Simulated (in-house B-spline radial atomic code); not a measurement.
A calculation on the calcium ion Ca³⁺ (with a hole in an inner shell): its settings, and results tabulated from the run. Level of theory: Dirac-Hartree-Fock, average of the jj configuration, Fermi nucleus of rms radius 3.4776 fm; calculated with a radial B-spline atomic code at the basis-set limit.

In the input, a minus or plus after the letter marks the j = l - 1/2 or j = l + 1/2 subshell.

Command:
```bash
python run_scf.py task.json out
```
Settings (nuclear radius in fm, mass in u):
```
Z                20
configuration    1s2 2s2 2p-1 2p+4 3s2 3p-2 3p+3 4s1
hamiltonian      dirac
method           hf
spin_polarised   False
nucleus          fermi
rms_radius       3.4776
atomic_mass      39.96259
speed_of_light   137.035999084
```

Output (hartree, bohr):
```
 radial grid: 70 intervals, B-splines of order 8, outer radius 28.1081 bohr

 iter        energy (Eh)    residual
    1       -657.5684176    4.70e-01
    2       -663.3330105    1.83e-01
    3       -663.6590230    6.89e-02
    4       -663.7090116    2.69e-02
    5       -663.7185522    6.25e-03
    6       -663.7188938    4.40e-04
    7       -663.7188963    4.30e-05
    8       -663.7188963    4.42e-06
    9       -663.7188963    4.61e-07
   10       -663.7188963    6.84e-09

 total energy                     -663.718896
 kinetic                            669.49362
 electron-nucleus                 -1543.86658
 electron-electron                  210.65406

 first-order corrections (not in the total)
   Gaunt                            0.19505
   retardation                     -0.01547
   frequency dependence            -0.00029
   self-energy                      0.13684
   Uehling                         -0.01003
   Wichmann-Kroll                   0.00004
   recoil                           0.00749

 orbital      occ     eigenvalue          <r>       <r^2>       <1/r>       <r^4>     <1/r^2>       r_max    small
 1s1/2      2.000     -153.76151    0.0766839   0.0079056     19.7618 0.000161169     795.082     0.05029  5.12e-03
 2s1/2      2.000      -19.59207      0.35497    0.148767     4.16069    0.038707     72.2903      0.2955  9.02e-04
 2p1/2      1.000      -16.76756     0.321108    0.128551     4.03968   0.0378711     22.8166      0.2419  8.60e-04
 2p3/2      4.000      -16.48150     0.318819     0.12496     4.02979   0.0318625     22.3543      0.2433  8.65e-04
 3s1/2      2.000       -3.88179      1.06335     1.29286     1.31069     2.60445     10.5544      0.9365  1.94e-04
 3p1/2      2.000       -2.93784       1.1228     1.46982     1.23303     3.56111     3.46829      0.9722  1.81e-04
 3p3/2      3.000       -2.96517      1.12134     1.45946     1.20776     3.49089     3.17778      0.9655  1.72e-04
 4s1/2      1.000       -1.12937      2.73877     8.37985    0.478804     100.251      1.7027       2.513  4.17e-05
```

Time taken, with all properties: 0.68 s on 1 thread of Arm Neoverse V2 (shared host).

For the Dirac Hamiltonian the kinetic term is c α·p + (β - 1)c².
